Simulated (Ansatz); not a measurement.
A short molecular-dynamics run on Na2Te⁺ (the lowest doublet isomer of a short search).

```yaml
crystal:
  periodic: [false, false, false]
  atoms:
    - {symbol: Na, position_ang: [-1.266440, -1.428791, -1.941474]}
    - {symbol: Na, position_ang: [1.811049, 1.462958, 1.412274]}
    - {symbol: Te, position_ang: [-0.544619, -0.034167, 0.529200]}
basis:
  gaussian: {orbitals: def2-SVP}
total_charge: 1
magnetization: {spin_polarized: false, initial_magnetization: 1}
hamiltonian: {xc: {name: revPBE}}
md: {timestep: 1 fs, n_steps: 15, ensemble: nve, temperature: 1500, initial_velocities: maxwell_boltzmann, seed: 545}
scf: {omitted_lower_state_checks: [starts]}
```

```sh
$ ansatz run in.yaml --threads 4 --pin off --events-out ev --progress --plain --max-ram 3916MiB
```

```csv
step,time (fs),potential energy (eV),kinetic (eV),T (K),conserved (eV)
0,0.0,-16117.8346,0.1939,1500,-16117.6407
1,1.0,-16117.8354,0.1947,1506,-16117.6407
2,2.0,-16117.8359,0.1952,1510,-16117.6407
3,3.0,-16117.8360,0.1953,1511,-16117.6407
4,4.0,-16117.8357,0.1950,1509,-16117.6407
5,5.0,-16117.8352,0.1944,1504,-16117.6407
6,6.0,-16117.8343,0.1935,1497,-16117.6407
7,7.0,-16117.8331,0.1923,1488,-16117.6407
8,8.0,-16117.8316,0.1909,1477,-16117.6407
9,9.0,-16117.8298,0.1891,1463,-16117.6407
10,10.0,-16117.8278,0.1871,1447,-16117.6407
11,11.0,-16117.8255,0.1848,1430,-16117.6407
12,12.0,-16117.8231,0.1824,1411,-16117.6407
13,13.0,-16117.8204,0.1797,1390,-16117.6407
14,14.0,-16117.8176,0.1768,1368,-16117.6407
15,15.0,-16117.8145,0.1738,1345,-16117.6407
```

Velocities are drawn at the set temperature; a run this short doesn't reach equilibrium.

In the def2 sets Te takes a core potential; there is no spin–orbit coupling.

With spin_polarized false and unpaired electrons the run is restricted open-shell.

Frames (Å, forces in eV/Å):

```xyz
3
time=0.0 fs
Na   -1.266   -1.429   -1.941   -0.011   -0.051   -0.108
Na    1.811    1.463    1.412    0.104    0.057    0.018
Te   -0.545   -0.034    0.529   -0.093   -0.006    0.090
3
time=1.0 fs
Na   -1.273   -1.435   -1.949   -0.003   -0.036   -0.081
Na    1.809    1.464    1.416    0.107    0.059    0.018
Te   -0.543   -0.033    0.530   -0.104   -0.023    0.063
3
time=2.0 fs
Na   -1.279   -1.441   -1.956    0.005   -0.022   -0.056
Na    1.808    1.464    1.420    0.110    0.060    0.019
Te   -0.542   -0.032    0.530   -0.114   -0.039    0.037
3
time=3.0 fs
Na   -1.285   -1.447   -1.963    0.012   -0.008   -0.031
Na    1.806    1.465    1.423    0.113    0.062    0.020
Te   -0.540   -0.031    0.531   -0.125   -0.054    0.012
3
time=4.0 fs
Na   -1.291   -1.453   -1.971    0.020    0.006   -0.008
Na    1.804    1.466    1.427    0.115    0.063    0.020
Te   -0.539   -0.030    0.532   -0.135   -0.070   -0.013
3
time=5.0 fs
Na   -1.298   -1.459   -1.978    0.027    0.019    0.015
Na    1.803    1.467    1.431    0.118    0.065    0.021
Te   -0.538   -0.029    0.532   -0.145   -0.084   -0.036
3
time=6.0 fs
Na   -1.304   -1.465   -1.985    0.034    0.032    0.037
Na    1.801    1.468    1.434    0.120    0.066    0.021
Te   -0.536   -0.028    0.533   -0.154   -0.098   -0.058
3
time=7.0 fs
Na   -1.310   -1.471   -1.993    0.041    0.044    0.058
Na    1.800    1.469    1.438    0.122    0.067    0.022
Te   -0.535   -0.028    0.534   -0.163   -0.112   -0.080
3
time=8.0 fs
Na   -1.316   -1.477   -2.000    0.048    0.056    0.078
Na    1.799    1.470    1.442    0.124    0.069    0.022
Te   -0.533   -0.027    0.534   -0.172   -0.124   -0.100
3
time=9.0 fs
Na   -1.322   -1.483   -2.007    0.054    0.067    0.097
Na    1.797    1.471    1.445    0.126    0.070    0.023
Te   -0.532   -0.026    0.535   -0.180   -0.137   -0.120
3
time=10.0 fs
Na   -1.328   -1.489   -2.014    0.061    0.078    0.115
Na    1.796    1.472    1.449    0.127    0.070    0.023
Te   -0.531   -0.025    0.536   -0.188   -0.148   -0.139
3
time=11.0 fs
Na   -1.334   -1.495   -2.021    0.067    0.088    0.133
Na    1.795    1.473    1.453    0.129    0.071    0.023
Te   -0.529   -0.024    0.536   -0.196   -0.160   -0.156
3
time=12.0 fs
Na   -1.340   -1.501   -2.028    0.073    0.098    0.150
Na    1.794    1.474    1.457    0.130    0.072    0.024
Te   -0.528   -0.023    0.537   -0.203   -0.170   -0.173
3
time=13.0 fs
Na   -1.346   -1.507   -2.036    0.078    0.108    0.166
Na    1.793    1.475    1.460    0.131    0.072    0.024
Te   -0.527   -0.022    0.537   -0.209   -0.180   -0.189
3
time=14.0 fs
Na   -1.352   -1.513   -2.042    0.084    0.117    0.181
Na    1.791    1.476    1.464    0.132    0.073    0.024
Te   -0.526   -0.021    0.538   -0.216   -0.190   -0.205
3
time=15.0 fs
Na   -1.358   -1.518   -2.049    0.089    0.125    0.195
Na    1.790    1.477    1.468    0.132    0.073    0.024
Te   -0.524   -0.021    0.539   -0.222   -0.199   -0.219
```

It took 14 s on 4 threads of Arm Neoverse V2 on a shared host.
